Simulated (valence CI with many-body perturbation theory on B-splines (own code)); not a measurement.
**Ru³⁹⁺: fill in the table**

Computed by relativistic CI+MBPT: three valence electrons over a frozen Dirac-Fock core [He], radial functions for each j: 11 s, 11 p, 10 d, 8 f, 5 g, 2 h, with the one-electron correlation potential Σ1, the two-electron term Σ2, the three-electron term Σ3, Breit, model QED; selected CI, second order for the rest, scaled by the run's own slope (own B-spline code, finite nucleus).

The last digits are not significant, and no measured levels were compared; by estimate large intervals hold to a few tenths of a per cent, small ones and those within an open d or f shell to about a per cent.

```csv
Level,E (eV)
(2s^2 2p1/2) J=1/2,0.00
(2s 2p1/2^2) J=1/2,119.39
(2s^2 2p3/2) J=3/2,146.36
(2s 2p1/2 2p3/2) J=3/2 [a],?
(2s 2p1/2 2p3/2) J=5/2,?
(2s 2p1/2 2p3/2) J=3/2 [b],?
(2s 2p1/2 2p3/2) J=1/2,300.62
(2s 2p3/2^2) J=5/2,396.39
(2p1/2^2 2p3/2) J=3/2,?
(2s 2p3/2^2) J=1/2,454.06
(2s 2p3/2^2) J=3/2,455.23
(2p1/2 2p3/2^2) J=3/2,552.81
(2p1/2 2p3/2^2) J=5/2,?
(2p1/2 2p3/2^2) J=1/2,599.69
(2p3/2^3) J=3/2,726.62
(2s^2 3s) J=1/2,3282.67
(2s^2 3p1/2) J=1/2,?
(2s^2 3p3/2) J=3/2,3365.32
(2s 2p1/2 3s) J=1/2 [a],3367.02
(2s 2p1/2 3s) J=3/2,3385.14
```

Levels are named by their leading jj configuration (3d3/2^4 stands for four electrons in 3d with j = 3/2), which in mixed levels can hold well under half, so a name can repeat and another be missing. Letters in brackets count levels of one name in rising energy.

(1) The levels stand in rising order. What does the calculation give for the missing energies?

Results:

(1) (2s 2p1/2 2p3/2) J=3/2 [a] 231.22; (2s 2p1/2 2p3/2) J=5/2 256.03; (2s 2p1/2 2p3/2) J=3/2 [b] 296.38; (2p1/2^2 2p3/2) J=3/2 429.48; (2p1/2 2p3/2^2) J=5/2 569.10; (2s^2 3p1/2) J=1/2 3325.81.
